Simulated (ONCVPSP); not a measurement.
# What the settings do to the ONCV potential of potassium (K)

Base potential:

K (Z = 19), optimised norm-conserving Vanderbilt (ONCV), made with ONCVPSP 4.0.1 (PBEsol, scalar-relativistic). Core [Ne], reference 3s2 3p6 4s0.5 (charge +0.5). Waves: 3s+4s: rc 2.00 bohr, ncon 5, nbas 8, qcut 7.5 1/bohr, 2 projectors; 3p: rc 2.10 bohr, ncon 3, nbas 7, qcut 6 1/bohr, 2 projectors, debl 1.1 Ha; d scattering state at 0.03 Ha: rc 2.05 bohr, ncon 4, nbas 8, qcut 4.5 1/bohr, 2 projectors, debl 3.2 Ha. Local part: polynomial inside 1.70 bohr (lpopt 3, dvloc0 0 Ha). Core correction: Teter function, fcfact 2, rcfact 1.75.

In the d channel the program set the typed energies aside and used 0.050, 3.250 Ha.

Cutoffs, loose and tight: the cutoffs (Ha) at which the residual kinetic energy of the hardest occupied pseudo-wave falls to 1 and 0.1 mHa per electron. They do not see the model core or the augmentation charge, which bear on the density cutoff. Test errors are all-electron minus pseudo excitation energies from the reference, over the configurations 3s2 3p6 4s1; 3s2 3p6 4s0; 3s2 3p6 4s0 4p1; 3s2 3p6 3d1 4s0. A dash means not determined; rows that change the core or the reference have their own tests.

1 further variants are left out, since the program set their typed debl aside.

For the base: The cutoffs count occupied waves only; projector 2 of the d channel, the hardest unoccupied one, needs 70 Ha at the loose tolerance.

| change | outcome | cutoff, loose | cutoff, tight | bound ghosts | GHOST(+) flags above zero | largest test error (meV) |
| --- | --- | --- | --- | --- | --- | --- |
| base | generated, projector energies reset by the program | 17 Ha | 21 Ha | none | none | -0.4 |
| local potential polynomial inside 1.25 bohr (lpopt 5, dvloc0 0 Ha) | generated, projector energies reset by the program | 17 Ha | 21 Ha | none | none | -0.1 |
| core [Ne] 3s2, valence charge 7; reference 3p6 3d0.5 4s0.5; waves now 4s: rc 3.60 bohr, ncon 4, nbas 8, qcut 2.2 1/bohr, 1 projector; 3p: rc 2.20 bohr, ncon 5, nbas 8, qcut 5.6 1/bohr, 2 projectors, debl 0.7 Ha; 3d: rc 4.00 bohr, ncon 3, nbas 6, qcut 2.6 1/bohr, 1 projector; local potential polynomial inside 2.00 bohr (lpopt 5, dvloc0 3 Ha) | generated, projector energies reset by the program | 11 Ha | 14 Ha | none | none | +10 over the solved tests; 1 of 4 tests not solved or not reliable |
| all radii but the core radius scaled by about 0.96 (s 1.92, p 2.02, d 1.98 bohr); local potential polynomial inside 1.64 bohr (lpopt 3, dvloc0 0 Ha) | generated, projector energies reset by the program | 18 Ha | 22 Ha | none | none | -0.3 |
| functional LDA (Perdew-Zunger) | generated, projector energies reset by the program | 17 Ha | 21 Ha | none | none | -0.4 |
| s: rc 2.7 | generated, projector energies reset by the program | 12 Ha | 16 Ha | none | none | -0.5 |
| core correction none | generated, projector energies reset by the program | 17 Ha | 21 Ha | none | none | -0.3 |
| reference 3s2 3p6 4s1 | generated | 17 Ha | 21 Ha | none | none | +4.7 |
| d: rc 2.5 | generated, projector energies reset by the program | 17 Ha | 21 Ha | none | none | -1.6 |
